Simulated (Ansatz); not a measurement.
A short molecular-dynamics run on CsBr₂⁻.

```yaml
crystal:
  periodic: [false, false, false]
  atoms:
    - {symbol: Cs, position_ang: [0.000010, 0.000279, -0.000448]}
    - {symbol: Br, position_ang: [2.965142, 0.931686, 1.262788]}
    - {symbol: Br, position_ang: [-2.965152, -0.931964, -1.262331]}
basis:
  gaussian: {orbitals: def2-SVP}
total_charge: -1
hamiltonian: {xc: {name: revPBE}}
md: {timestep: 1 fs, n_steps: 15, ensemble: nvt_nose_hoover, temperature: 700, initial_velocities: maxwell_boltzmann, seed: 892}
scf: {omitted_lower_state_checks: [starts]}
```

```sh
$ ansatz run in.yaml --threads 4 --pin off --events-out ev --progress --plain --max-ram 3916MiB
```

| step | time (fs) | potential energy (eV) | kinetic (eV) | T (K) | conserved (eV) |
| --- | --- | --- | --- | --- | --- |
| 0 | 0.0 | -140618.6392 | 0.0905 | 700 | -140618.5487 |
| 1 | 1.0 | -140618.6392 | 0.0905 | 700 | -140618.5487 |
| 2 | 2.0 | -140618.6392 | 0.0905 | 700 | -140618.5487 |
| 3 | 3.0 | -140618.6391 | 0.0904 | 699 | -140618.5487 |
| 4 | 4.0 | -140618.6390 | 0.0902 | 698 | -140618.5487 |
| 5 | 5.0 | -140618.6388 | 0.0900 | 697 | -140618.5487 |
| 6 | 6.0 | -140618.6385 | 0.0898 | 695 | -140618.5487 |
| 7 | 7.0 | -140618.6383 | 0.0895 | 692 | -140618.5487 |
| 8 | 8.0 | -140618.6379 | 0.0892 | 690 | -140618.5487 |
| 9 | 9.0 | -140618.6375 | 0.0888 | 687 | -140618.5487 |
| 10 | 10.0 | -140618.6371 | 0.0884 | 684 | -140618.5487 |
| 11 | 11.0 | -140618.6366 | 0.0879 | 680 | -140618.5487 |
| 12 | 12.0 | -140618.6361 | 0.0874 | 676 | -140618.5487 |
| 13 | 13.0 | -140618.6356 | 0.0868 | 672 | -140618.5487 |
| 14 | 14.0 | -140618.6350 | 0.0862 | 667 | -140618.5487 |
| 15 | 15.0 | -140618.6343 | 0.0856 | 662 | -140618.5487 |

Velocities are drawn at the set temperature; a run this short doesn't reach equilibrium.

In the def2 sets Cs takes a core potential; there is no spin–orbit coupling. The highest occupied level of an anion often lies above zero with these methods, and sets without diffuse functions describe the outer electron poorly.

Frames (Å, forces in eV/Å):

```xyz
3
time=0.0 fs
Cs    0.000    0.000    0.000    0.000    0.000    0.000
Br    2.965    0.932    1.263    0.005    0.002    0.002
Br   -2.965   -0.932   -1.262   -0.006   -0.002   -0.002
3
time=1.0 fs
Cs    0.000    0.001   -0.001    0.003    0.001    0.001
Br    2.968    0.932    1.265   -0.003   -0.001   -0.001
Br   -2.968   -0.933   -1.263    0.000    0.000    0.000
3
time=2.0 fs
Cs    0.000    0.001   -0.002    0.005    0.001    0.002
Br    2.971    0.933    1.266   -0.011   -0.003   -0.005
Br   -2.970   -0.934   -1.264    0.006    0.002    0.003
3
time=3.0 fs
Cs   -0.001    0.001   -0.002    0.007    0.002    0.003
Br    2.974    0.934    1.268   -0.019   -0.006   -0.008
Br   -2.973   -0.935   -1.264    0.012    0.004    0.005
3
time=4.0 fs
Cs   -0.001    0.001   -0.003    0.009    0.003    0.004
Br    2.977    0.934    1.270   -0.027   -0.008   -0.011
Br   -2.976   -0.936   -1.265    0.018    0.006    0.008
3
time=5.0 fs
Cs   -0.001    0.002   -0.004    0.011    0.003    0.005
Br    2.980    0.935    1.271   -0.034   -0.011   -0.015
Br   -2.978   -0.938   -1.266    0.023    0.007    0.010
3
time=6.0 fs
Cs   -0.001    0.002   -0.004    0.013    0.004    0.005
Br    2.983    0.936    1.273   -0.042   -0.013   -0.018
Br   -2.981   -0.939   -1.266    0.029    0.009    0.012
3
time=7.0 fs
Cs   -0.001    0.002   -0.005    0.014    0.004    0.006
Br    2.986    0.936    1.275   -0.049   -0.015   -0.021
Br   -2.984   -0.940   -1.267    0.035    0.011    0.015
3
time=8.0 fs
Cs   -0.001    0.003   -0.006    0.016    0.005    0.007
Br    2.989    0.937    1.277   -0.057   -0.018   -0.024
Br   -2.986   -0.941   -1.268    0.040    0.013    0.017
3
time=9.0 fs
Cs   -0.002    0.003   -0.006    0.018    0.005    0.008
Br    2.992    0.937    1.278   -0.064   -0.020   -0.027
Br   -2.989   -0.942   -1.268    0.046    0.014    0.019
3
time=10.0 fs
Cs   -0.002    0.003   -0.007    0.020    0.006    0.009
Br    2.995    0.938    1.280   -0.071   -0.022   -0.030
Br   -2.992   -0.943   -1.269    0.051    0.016    0.022
3
time=11.0 fs
Cs   -0.002    0.003   -0.007    0.021    0.006    0.009
Br    2.998    0.939    1.282   -0.078   -0.024   -0.033
Br   -2.994   -0.944   -1.270    0.057    0.018    0.024
3
time=12.0 fs
Cs   -0.002    0.004   -0.008    0.023    0.007    0.010
Br    3.001    0.939    1.283   -0.085   -0.026   -0.036
Br   -2.997   -0.945   -1.270    0.062    0.020    0.026
3
time=13.0 fs
Cs   -0.002    0.004   -0.009    0.024    0.007    0.011
Br    3.003    0.940    1.285   -0.092   -0.029   -0.039
Br   -3.000   -0.946   -1.271    0.067    0.021    0.028
3
time=14.0 fs
Cs   -0.002    0.004   -0.009    0.026    0.008    0.012
Br    3.006    0.941    1.287   -0.098   -0.031   -0.042
Br   -3.002   -0.948   -1.272    0.073    0.023    0.031
3
time=15.0 fs
Cs   -0.003    0.005   -0.010    0.027    0.008    0.012
Br    3.009    0.941    1.289   -0.105   -0.033   -0.045
Br   -3.005   -0.949   -1.272    0.078    0.025    0.033
```

It took 12 s on 4 threads of Arm Neoverse V1 on a shared host.
